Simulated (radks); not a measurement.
Co I, configuration [Ar] 3d4 4s2 4p3 (not the ground configuration). Calculated with a radial shooting solver on a logarithmic mesh with Libxc functionals: scalar-relativistic Kohn-Sham, PBEsol, spin-unpolarised, spherical densities, point nucleus. Some entries of the table are withheld. Estimate them.

orbital,occ.,eigenvalue (eV),r(max) (bohr)
1s,2,-7613.193,0.03681
2s,2,-928.8128,0.2133
2p,6,-799.9198,0.1721
3s,2,-127.7640,0.6619
3p,6,(1),0.6676
3d,4,-31.0756,(2)
4s,2,(3),(4)
4p,3,-4.9526,2.314

Answer. 
(1) 3p eigenvalue (eV): -90.4439
(2) 3d r(max) (bohr): 0.6283
(3) 4s eigenvalue (eV): -11.7767
(4) 4s r(max) (bohr): 1.947
